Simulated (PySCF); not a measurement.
**MB cations for M along group 14**

PBE0 with double-zeta basis sets in PySCF, for the lowest determinant that a PBE0 search found; no spin–orbit coupling. De refers to high-spin ground-configuration atoms (the charge goes to the atom of lower measured ionisation energy or higher electron affinity, which is not always the lowest computed limit). A positive dipole points towards B; it is taken about the centre of mass and depends on that origin.

```csv
M,basis,charged atom,state (unpaired electrons),Re (Å),ωe (cm⁻¹),De (eV),μ (D)
Si,"6-31G(d,p)",Si+,"triplet (σ ↑, π ↑)",2.108,542,2.84,0.75
Ge,x2c-SVPall,Ge+,"triplet (σ ↑, π ↑)",2.170,484,2.54,1.81
Sn,cc-pVDZ-PP/cc-pVDZ,Sn+,"triplet (σ ↑, π ↑)",2.388,411,2.06,1.51
Pb,def2-SVP,Pb+,"triplet (σ ↑, π ↑)",2.456,397,n/a,1.39
```

The shortest bond is that of SiB⁺ (2.108 Å), the longest that of BPb⁺ (2.456 Å).

The rows differ in basis set, which adds steps of its own.

Down a group the atoms grow and get heavier, so bonds lengthen and wavenumbers fall; this series shows no clear exception.

Spin–orbit coupling is left out, which matters for elements this heavy, above all for dissociation energies. For an ion De counts to the pair picked by the measured ionisation energies or electron affinities, which need not be the lowest pair at this level. States were picked by a PBE0 search and need not be the measured ground states.
